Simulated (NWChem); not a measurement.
Species: GaF, singlet; SMILES [F][Ga]

Results from NWChem. Low-valent species are run as closed-shell singlets; no triplet was tried in these runs. Each level has its own optimisation; frequencies are unscaled.

```json
[
 {"level": "PBE0/STO-3G", "basis functions": "23", "r F–Ga (Å)": "1.431", "highest harmonic frequency (cm⁻¹)": "1168", "zero-point energy (kcal/mol)": "1.7", "dipole (D)": "1.66"},
 {"level": "PBE0/def2-SVP", "basis functions": "46", "r F–Ga (Å)": "1.779", "highest harmonic frequency (cm⁻¹)": "658", "zero-point energy (kcal/mol)": "0.9", "dipole (D)": "1.88"},
 {"level": "PBE0/def2-SVPD", "basis functions": "61", "r F–Ga (Å)": "1.805", "highest harmonic frequency (cm⁻¹)": "603", "zero-point energy (kcal/mol)": "0.9", "dipole (D)": "2.48"},
 {"level": "PBE0/def2-TZVP", "basis functions": "79", "r F–Ga (Å)": "1.787", "highest harmonic frequency (cm⁻¹)": "617", "zero-point energy (kcal/mol)": "0.9", "dipole (D)": "2.22"},
 {"level": "PBE0/def2-TZVPD", "basis functions": "94", "r F–Ga (Å)": "1.788", "highest harmonic frequency (cm⁻¹)": "605", "zero-point energy (kcal/mol)": "0.9", "dipole (D)": "?"},
 {"level": "PBE0/def2-TZVPP", "basis functions": "79", "r F–Ga (Å)": "1.787", "highest harmonic frequency (cm⁻¹)": "617", "zero-point energy (kcal/mol)": "0.9", "dipole (D)": "2.22"}
]
```

Question: Complete the blanks.

Answer: 
- PBE0/def2-TZVPD, dipole (D): 2.32
